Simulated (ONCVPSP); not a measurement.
## Before and after: ONCV potential for silicon

- Element: Si
- Generator: ONCVPSP 4.0.1
- Type: optimised norm-conserving Vanderbilt (ONCV)
- Functional: PBE
- Relativity: scalar-relativistic
- Frozen core: [Ne]
- Valence charge: 4
- Reference configuration: 3s2 3p2
- Partial waves: 3s: rc 1.55 bohr, ncon 3, nbas 6, qcut 4.5 1/bohr, 2 projectors, debl 1.4 Ha; 3p: rc 2.35 bohr, ncon 5, nbas 10, qcut 3.6 1/bohr, 1 projector; d scattering state at 0.33 Ha: rc 2.30 bohr, ncon 4, nbas 8, qcut 4.3 1/bohr, 3 projectors, debl 2.7 Ha
- Local potential: polynomial inside 1.35 bohr (lpopt 5, dvloc0 0 Ha)
- Core correction: Teter function, fcfact 4.5, rcfact 1.45

Change: all radii but the core radius scaled by about 0.89 (s 1.38, p 2.10, d 2.06 bohr); local potential polynomial inside 1.20 bohr (lpopt 5, dvloc0 0 Ha).

Cutoffs: the cutoffs (Ha) at which the residual kinetic energy of the hardest occupied pseudo-wave falls to 1 and 0.1 mHa per electron; they do not see the model core or the augmentation charge, which bear on the density cutoff. Errors are all-electron minus pseudo energies relative to the spin-unpolarised reference configuration.

**Question.** What does the change do?

**Answer.** The potential gets neither clearly harder nor softer (7.9 Ha and 10 Ha → 7.6 Ha and 42 Ha); of the 4 tests that both files solve, the error grows in 2 and shrinks in 1 by more than 15 % and 0.3 meV (median size 2.8 → 4.9 meV); neither file shows a bound ghost.

| quantity | base | changed |
| --- | --- | --- |
| cutoff, loose | 7.9 Ha | 7.6 Ha |
| cutoff, tight | 10 Ha | 42 Ha |
| loose cutoff by channel | s 7.9 Ha, p 3.1 Ha | s 7.6 Ha, p 3.1 Ha |
| bound ghosts | none | none |
| GHOST(+) flags under 300 eV | s at 83.4 eV | s at 99.4 eV |
| error for 3s2 3p1, meV [ΔE 7.74 eV] | +2.5 | +2.6 |
| error for 3s2 3p0, meV [ΔE 23.73 eV] | +3.1 | +6.5 |
| error for 3s1 3p0, meV [ΔE 57.70 eV] | -16 | -10 |
| error for 3s1 3p3, meV [ΔE 6.81 eV] | -0.6 | -3.2 |
| rms error of d²Exc/dni dnj with the model core, mHa | 0.85 | 0.89 |

Base: The cutoffs count occupied waves only; projector 2 of the d channel, the hardest unoccupied one, needs 50 Ha at the loose tolerance. Changed file: The cutoffs count occupied waves only; projector 2 of the d channel, the hardest unoccupied one, needs 61 Ha at the loose tolerance.
